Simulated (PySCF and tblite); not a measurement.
Results of a calculation; reference values are marked as such.
**Dynamics report: pyramidal inversion**

System: C₆H₁₁N, numbered as in [CH2:1]=[C:2]1[CH2:3][CH2:4][NH:5][CH2:6][CH2:7]1.

Motion: pyramidal inversion at N5. Geometries: GFN2-xTB; energies: PBE0/pcSseg-1 + D3(BJ); zero-point and thermal terms from GFN2-xTB harmonic modes (soft modes blended into free rotors). Rates follow Eyring's equation with the number of equivalent paths and no tunnelling. Programs: tblite and PySCF.

```csv
point,symmetry,E(GFN2) kcal/mol,E(DFT) kcal/mol,ZPE change kcal/mol,lowest mode cm⁻¹,dipole D
start,Cs,0.0,0.0,0.00,114,0.86
saddle,Cs,6.7,4.2,-1.22,681i,1.27
end,Cs,1.6,-0.5,-0.27,112,1.11
```

```
Electronic barrier                                      : 4.2 kcal/mol
Barrier with zero-point energy                          : 3.0 kcal/mol
ΔH‡ (298 K)                                             : 3.0 kcal/mol
ΔS‡ (298 K, symmetry apart)                             : 0.1 cal/(mol K)
Paths                                                   : 1 equivalent path
End point                                               : a different minimum
Mean lifetime of the start against this motion at 298 K : 25 ps
Cost                                                    : 58 s on 1 thread of Arm Neoverse V2, shared host (rough), peak memory 0.88 GiB, launched as `OMP_NUM_THREADS=1 python ens_run.py task.json out`
```

```tsv
T/K	ΔG‡ kcal/mol	k s⁻¹	ΔG kcal/mol	k back s⁻¹
200	3.0	2.1×10⁹	-0.8	3.1×10⁸
250	3.0	1.2×10¹⁰	-0.8	2.6×10⁹
298	3.0	3.9×10¹⁰	-0.8	1×10¹⁰
350	3.0	9.8×10¹⁰	-0.8	3.1×10¹⁰
400	3.0	1.9×10¹¹	-0.8	7×10¹⁰
500	3.0	4.9×10¹¹	-0.8	2.2×10¹¹
```

ΔG and ΔG‡ leave out symmetry numbers and mirror images; rates count paths: 1 out, 1 back.
